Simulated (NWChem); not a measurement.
# SiH$_{2}$SF$_{2}$; SMILES F[SiH](F)S

```xyz
6

Si     0.0185     0.4794     0.3041
F     -1.3401     1.1405    -0.2205
F      1.2445     1.2787    -0.3478
S     -0.0327    -1.5454    -0.3533
H      0.1226     0.6274     1.7673
H      1.1529    -1.8784     0.2040
```
Atoms are numbered in this order, from 1.

Program: NWChem. Pople sets run with spherical d functions. Geometry: optimised at B3LYP/6-31G* (spherical d). Vzz is the largest principal value of the second derivative of the potential at the nucleus (NWChem prints the opposite sign); η is the asymmetry. Non-relativistic.

```json
[
 {"level": "B3LYP/def2-SVP", "Vzz S4 (a.u.)": "-2.032", "η S4": "0.78"},
 {"level": "B3LYP/def2-TZVP", "Vzz S4 (a.u.)": "-2.141", "η S4": "0.81"},
 {"level": "PBE0/cc-pVTZ", "Vzz S4 (a.u.)": "-1.894", "η S4": "0.77"},
 {"level": "PBE0/6-31G*", "Vzz S4 (a.u.)": "(withheld)", "η S4": "0.73"}
]
```

Complete the blanks.


- PBE0/6-31G*, Vzz S4 (a.u.): -1.998
